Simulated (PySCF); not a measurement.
C₃H₇NSi.

```xyz
12

C     -0.2326     2.1863     0.0000
C      0.0363     0.7258     0.0000
N      1.2217     0.2187     0.0000
C      1.0147    -1.2480     0.0000
Si    -0.8670    -0.9383     0.0000
H      0.7154     2.7441     0.0000
H     -0.8235     2.4733    -0.8846
H     -0.8235     2.4733     0.8846
H      1.4682    -1.7172     0.8881
H      1.4682    -1.7172    -0.8881
H     -1.6641    -1.3174     1.2100
H     -1.6641    -1.3174    -1.2100
```

Coordinates come from a PBE0-D3(BJ)/def2-SVP optimisation. The structure was generated by enumeration, and PubChem lists no compound with its InChIKey, so it may never have been made.

The numbers are results of PBE0/pcSseg-1 (PySCF), not measurements. Non-relativistic, no solvent.

Computed absolute GIAO shielding of each atom: isotropic value and principal components (ppm):
```json
[
 {"atom": "C1", "σ(iso)": "156.7", "σ11": "139.3", "σ22": "144.6", "σ33": "186.1", "span": "46.8"},
 {"atom": "C2", "σ(iso)": "-15.1", "σ11": "-124.0", "σ22": "-39.0", "σ33": "117.7", "span": "241.7"},
 {"atom": "N3", "σ(iso)": "-238.8", "σ11": "-713.7", "σ22": "-132.0", "σ33": "129.2", "span": "842.9"},
 {"atom": "C4", "σ(iso)": "143.5", "σ11": "109.0", "σ22": "140.8", "σ33": "180.7", "span": "71.7"},
 {"atom": "Si5", "σ(iso)": "367.0", "σ11": "268.9", "σ22": "347.1", "σ33": "485.0", "span": "216.2"},
 {"atom": "H6", "σ(iso)": "29.1", "σ11": "26.7", "σ22": "27.0", "σ33": "33.6", "span": "6.9"},
 {"atom": "H7", "σ(iso)": "29.2", "σ11": "26.4", "σ22": "27.8", "σ33": "33.4", "span": "6.9"},
 {"atom": "H8", "σ(iso)": "29.2", "σ11": "26.4", "σ22": "27.8", "σ33": "33.4", "span": "6.9"},
 {"atom": "H9", "σ(iso)": "27.8", "σ11": "25.8", "σ22": "27.2", "σ33": "30.4", "span": "4.6"},
 {"atom": "H10", "σ(iso)": "27.8", "σ11": "25.8", "σ22": "27.2", "σ33": "30.4", "span": "4.6"},
 {"atom": "H11", "σ(iso)": "25.4", "σ11": "22.5", "σ22": "24.8", "σ33": "28.8", "span": "6.3"},
 {"atom": "H12", "σ(iso)": "25.4", "σ11": "22.5", "σ22": "24.8", "σ33": "28.8", "span": "6.3"}
]
```
